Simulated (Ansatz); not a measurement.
C2H9BOSi can be A, `BC(O)[SiH2]C`, or B, `CB(C)O[SiH3]`.

Gas-phase electronic energies from Ansatz, PBE0-D4/def2-TZVP geometries. CCSD(T)/CBS adds triple-zeta CCSD(T) − MP2 to the extrapolated MP2 energy (def2 sets, frozen cores). Functionals use def2-TZVPP. B3LYP here is the variant with VWN-RPA as its local correlation; programs differ in this. Each species was taken in one conformer, which may not be the lowest.

A:

Z-matrix (Å, degrees):
```
C
O 1 1.416
Si 1 1.941 2 109.2
B 1 1.517 2 116.9 3 -111.9
H 1 1.101 2 113.1 3 113.4
H 2 0.961 1 108.9 3 -57.9
C 3 1.866 1 113.3 2 -71.6
H 3 1.493 1 102.5 2 46.7
H 3 1.487 1 110.4 2 162.2
H 4 1.195 1 121.7 2 14.2
H 4 1.199 1 117.7 2 -172.1
H 7 1.092 3 111.3 1 -70.9
H 7 1.092 3 110.7 1 168.8
H 7 1.092 3 110.1 1 49.1
```

B:

```xyz
14

C     1.4051   -0.3460    0.3527
B     0.1309   -0.0689   -0.5318
C     0.1599   -0.1879   -2.0947
O    -1.0539    0.2746    0.0604
Si   -1.4903    0.5131    1.6323
H     2.3398   -0.2607   -0.2050
H     1.3534   -1.3791    0.7216
H     1.4697    0.2933    1.2388
H     0.7007   -1.0812   -2.4223
H    -0.8322   -0.1811   -2.5486
H     0.7228    0.6608   -2.5040
H    -2.9413    0.8107    1.6430
H    -1.2230   -0.7046    2.4419
H    -0.7417    1.6571    2.2157
```

Task: Which is lower in electronic energy at CCSD(T)/CBS, and by how much? (Best estimate.)

Result: Computed: B, by 335.6 kJ/mol.

Task: Give E(B) − E(A) in kJ/mol with r2SCAN-D4, B2PLYP, PBE0-D4, CCSD(T)/def2-TZVPP, PBE-D4, HF/def2-TZVPP, B3LYP. (Estimate.)

Result: Computed: r2SCAN-D4 -330.3, B2PLYP -340.5, PBE0-D4 -321.0, CCSD(T)/def2-TZVPP -336.0, PBE-D4 -308.8, HF/def2-TZVPP -364.9, B3LYP -336.8. None reverses the order clearly.

Largest T1 diagnostic: 0.012.

From PBE to PBE0 (25 % exact exchange), in def2-TZVPP and without D4, E(B) − E(A) moves by −11.8 kJ/mol. In def2-TZVPP, CCSD(T) changes the Hartree–Fock value by +28.9 kJ/mol (the triples alone add +5.0 kJ/mol) and MP2 by +23.1 kJ/mol.
